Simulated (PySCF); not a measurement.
# Vibration and rotation of AlTe⁻

RHF-CCSD(T) constants of AlTe⁻, ¹Σ⁺ (singlet), closed shell (Al def2-SVPD, Te def2-SVPD with ECP28; scalar-relativistic core potentials (PySCF 2.14); masses 26.9815 and 129.9062 u):

```
ωe              : 362.7 cm⁻¹
ωexe            : 1.08 cm⁻¹
Be              : 0.1225 cm⁻¹
αe              : 0.000519 cm⁻¹
D (centrifugal) : 5.59e-08 cm⁻¹
```

Problem. Estimate the standard entropy (1 bar) and heat capacity of the ideal gas at 298.15 K, rigid rotor with B0 and harmonic oscillator at the fundamental.

Solution. Translation (Sackur–Tetrode, M = 156.89 u): 171.9 J/(mol K). Rotation: q = kT/(σB0) = 1700 with σ = 1, 70.1. Vibration: x = hcν0/kT = 1.74, 4.69. S° = 246.7 J/(mol K); Cp = 7R/2 + 6.50 = 35.6 J/(mol K).

Correlated steps freeze 9 core orbitals. These are scalar-relativistic numbers at best; spin–orbit coupling would shift them, the dissociation energy most.
